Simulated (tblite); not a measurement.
Species: C₄H₁₁BO₂Si.
Numbering: `[CH3:1][Si@H:2]([B:3]([OH:4])[OH:5])[CH:6]1[CH2:7][CH2:8]1` (hydrogens: H9, H10, H11 on C1; H12 on Si2; H13 on O4; H14 on O5; H15 on C6; H16, H17 on C7; H18, H19 on C8)

Computed with GFN2-xTB (tblite), gas phase: L-BFGS steps from a force-field or distance-geometry start until the largest atomic force falls under 0.01 eV/Å.

Step 4: E = -687.9806 eV
```
atom  x, y, z in Å  |  force x, y, z in eV/Å
C1      0.9992    1.5405   -1.1678    0.046   0.105  -0.094
Si2     0.7293    0.4810    0.3684   -0.511   0.518   0.180
B3      1.8093   -1.1140    0.5014    0.053  -0.098   0.162
O4      2.2205   -1.4738    1.7427    0.287  -0.269   0.215
O5      1.9853   -1.9210   -0.5621   -0.574  -0.191  -0.496
C6     -1.1059    0.0039    0.6269   -0.067  -0.037   0.109
C7     -2.2436    0.6688   -0.0945   -0.013   0.179   0.303
C8     -1.9372   -0.7439   -0.3892    0.271  -0.335   0.245
H9      0.0807    1.8875   -1.6232    0.007   0.051  -0.041
H10     1.5866    2.4038   -0.8780    0.013   0.118  -0.185
H11     1.5631    0.9756   -1.9013   -0.012   0.084  -0.149
H12     0.9905    1.3404    1.5666   -0.099   0.095  -0.009
H13     2.1744   -0.7409    2.3571   -0.013  -0.286   0.179
H14     1.7375   -2.8395   -0.5179    0.597  -0.250   0.245
H15    -1.3548   -0.2548    1.6578    0.151   0.006  -0.149
H16    -3.1247    0.8880    0.4766   -0.274   0.088   0.105
H17    -2.0180    1.4109   -0.8244    0.100   0.318  -0.365
H18    -1.4949   -1.0029   -1.3301    0.153   0.016  -0.271
H19    -2.6075   -1.5002   -0.0165   -0.113  -0.114   0.016
```

Step 5: E = -688.0436 eV
```
atom  x, y, z in Å  |  force x, y, z in eV/Å
C1      0.9979    1.5453   -1.1712    0.107   0.220  -0.240
Si2     0.7369    0.4945    0.3687   -0.624   0.475   0.305
B3      1.7943   -1.1079    0.5107    0.305  -0.509   0.050
O4      2.2469   -1.4889    1.7340    0.070  -0.028   0.218
O5      1.9480   -1.9210   -0.5534   -0.652  -0.115  -0.524
C6     -1.0958    0.0033    0.6248   -0.350  -0.024   0.197
C7     -2.2424    0.6677   -0.0870   -0.057   0.179   0.266
C8     -1.9376   -0.7442   -0.3843    0.298  -0.328   0.251
H9      0.0785    1.8936   -1.6317    0.077   0.011   0.034
H10     1.5901    2.4120   -0.8901   -0.047   0.056  -0.188
H11     1.5622    0.9821   -1.9094   -0.053   0.088  -0.084
H12     0.9830    1.3525    1.5756   -0.089   0.080  -0.070
H13     2.1677   -0.7672    2.3597    0.082  -0.331   0.205
H14     1.7756   -2.8586   -0.5080    0.609  -0.105   0.300
H15    -1.3527   -0.2570    1.6540    0.217   0.018  -0.128
H16    -3.1347    0.8995    0.4635   -0.195  -0.004   0.215
H17    -2.0258    1.4075   -0.8179    0.187   0.384  -0.481
H18    -1.4914   -0.9978   -1.3217    0.168  -0.010  -0.393
H19    -2.6104   -1.5062   -0.0236   -0.053  -0.057   0.067
```

**Question.** Estimate the geometry and energy of step 6. (The exact step hangs on the optimiser's Hessian estimate; all steps are aligned on step 5, rigid shifts and turns removed.)

**Answer.** E = -688.1510 eV, largest force 1.307 eV/Å
```
atom  x, y, z in Å  |  force x, y, z in eV/Å
C1      0.9968    1.5611   -1.1842    0.172   0.311  -0.338
Si2     0.7428    0.5334    0.3750   -0.563   0.032   0.391
B3      1.7663   -1.1066    0.5311    0.547  -0.842  -0.164
O4      2.3086   -1.5235    1.7172   -0.392   0.396   0.102
O5      1.8457   -1.9218   -0.5413   -0.594  -1.043  -0.300
C6     -1.0807    0.0025    0.6228   -0.679   0.094   0.347
C7     -2.2403    0.6686   -0.0676   -0.274   0.225  -0.031
C8     -1.9322   -0.7487   -0.3693    0.191  -0.230   0.026
H9      0.0751    1.9082   -1.6509    0.155  -0.033   0.138
H10     1.5972    2.4326   -0.9223   -0.123  -0.006  -0.172
H11     1.5587    0.9988   -1.9300   -0.108   0.055   0.034
H12     0.9636    1.3833    1.5953   -0.063   0.083  -0.158
H13     2.1545   -0.8363    2.3703    0.297  -0.402   0.215
H14     1.8779   -2.9039   -0.4778    0.478   1.191   0.249
H15    -1.3433   -0.2623    1.6448    0.273   0.011   0.073
H16    -3.1617    0.9257    0.4380    0.110  -0.230   0.348
H17    -2.0404    1.4058   -0.8108    0.299   0.289  -0.473
H18    -1.4803   -0.9857   -1.3090    0.117  -0.028  -0.426
H19    -2.6181   -1.5218   -0.0385    0.156   0.124   0.141
```

The energy changes by -0.1074 eV. The first-order estimate −F·Δx gives -0.1890 eV and the mean of the old and new forces, exact on a quadratic surface, -0.0922 eV. The step makes an angle of 64° with the force vector and moves no atom by more than 0.116 Å.

What follows is the cost of the whole relaxation. On one thread of an Arm Neoverse N1, shared host with 64 logical CPUs at a one-minute load of 60, this took 1.5 s of wall time.
